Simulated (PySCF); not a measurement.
PySCF input for H₈N₃Si₃, SMILES N1[SiH]N[SiH2]N[SiH2]1 (connectivity only; charge and spin as stated), charge +1, multiplicity 1, ωB97X-D3(BJ)/def2-SVP. 

```python
import numpy as np
from pyscf import gto, scf, dft
import os
os.environ['JAX_PLATFORMS'] = 'cpu'
from ase import Atoms, units
from ase.calculators.calculator import Calculator, all_changes
from sella import Sella

mol = gto.M(
    atom='''
    N     0.63553405   -1.53253232    0.10868787
    Si    1.74328316   -0.31211885   -0.17514833
    N     1.10505378    1.23370783   -0.17557026
    Si   -0.61649030    1.72694627   -0.00107496
    N    -1.49626070    0.24181917   -0.14715757
    Si   -1.15172079   -1.40350146    0.27102923
    H     0.97138802   -2.48246417    0.18215422
    H     3.13705048   -0.57306597   -0.41522247
    H     1.73182189    2.01577022   -0.30215834
    H    -0.90425105    2.57134498   -1.15304655
    H    -0.69766675    2.34559574    1.31950170
    H    -2.46749068    0.38730023   -0.37748719
    H    -1.70717530   -2.28430159   -0.74850364
    H    -1.42497576   -1.73970551    1.66575865
    ''',
    basis='def2-SVP',
    charge=1,
    spin=0,
    max_memory=1600,
    verbose=3,
)
mf = dft.RKS(mol, xc='wb97x-d3bj').density_fit(auxbasis='def2-universal-jkfit')
mf.grids.level = 3
mf.conv_tol = 1e-9
mf.max_cycle = 100
mf.kernel()
grad = mf.nuc_grad_method()
grad.grid_response = mol.nao <= 150
scan = grad.as_scanner()
scan.verbose = scan.base.verbose = 0
class SCF(Calculator):
    implemented_properties = ['energy', 'forces']
    def calculate(self, atoms=None, properties=None, system_changes=all_changes):
        super().calculate(atoms, properties, system_changes)
        e, g = scan(mol.set_geom_(self.atoms.positions, unit='Angstrom', inplace=False))
        assert scan.converged
        self.results = {'energy': float(e) * units.Hartree, 'forces': -np.asarray(g) * units.Hartree / units.Bohr}
atoms = Atoms(mol.elements, mol.atom_coords(unit='Angstrom'), calculator=SCF())
conv = Sella(atoms, order=0, internal=True, allow_fragments=True).run(fmax=0.002, steps=150)
mol_eq = mol.set_geom_(atoms.positions, unit='Angstrom', inplace=False)
print(mol_eq.tostring(format='xyz'))
mf.reset(mol_eq)
mf.verbose = 3
mf.kernel()
```

Output:

```
converged SCF energy = -1037.17935168183
     Step          Energy         fmax         cmax       rtrust          rho
Sella   0   -28223.087715       1.7766       0.0000       0.1000       1.0000
Sella   1   -28223.176318       1.7766       0.0000       0.1000       1.2360
Sella   2   -28223.207937       0.8124       0.0000       0.1000       0.7739
Sella   3   -28223.221697       0.3455       0.0000       0.1000       0.8459
Sella   4   -28223.234919       0.3635       0.0000       0.1000       1.6059
Sella   5   -28223.243572       0.1491       0.0000       0.1000       1.0456
Sella   6   -28223.248129       0.1553       0.0000       0.1000       1.2141
Sella   7   -28223.251969       0.1527       0.0000       0.1000       1.2711
Sella   8   -28223.253993       0.1034       0.0000       0.1000       1.2448
Sella   9   -28223.254698       0.0491       0.0000       0.1000       1.4847
Sella  10   -28223.255341       0.0270       0.0000       0.1000       1.3089
Sella  11   -28223.255578       0.0349       0.0000       0.1000       1.2888
Sella  12   -28223.255639       0.0225       0.0000       0.1000       1.1929
Sella  13   -28223.255652       0.0128       0.0000       0.1000       1.3441
Sella  14   -28223.255659       0.0063       0.0000       0.1000       1.2671
Sella  15   -28223.255661       0.0034       0.0000       0.1000       1.1403
Sella  16   -28223.255661       0.0024       0.0000       0.1000       1.0327
14
XYZ from PySCF
N           0.62337049       -1.55538595        0.06569459
Si          1.67203758       -0.30616798       -0.23784329
N           1.10031897        1.25047114       -0.18860783
Si         -0.64129804        1.69427656        0.07312080
N          -1.48814515        0.22664209       -0.28674114
Si         -1.15877196       -1.35039636        0.34968889
H           1.00719150       -2.50038943        0.12403142
H           3.09391053       -0.57192116       -0.50371846
H           1.77438884        2.01214342       -0.28478339
H          -0.99439835        2.76156794       -0.88646307
H          -0.75154812        2.10999381        1.48985931
H          -2.15151825        0.26931608       -1.05813631
H          -1.87093842       -2.39360781       -0.41784431
H          -1.35649958       -1.45174776        1.81350515
converged SCF energy = -1037.18552356853
```

Self-consistency was reached.
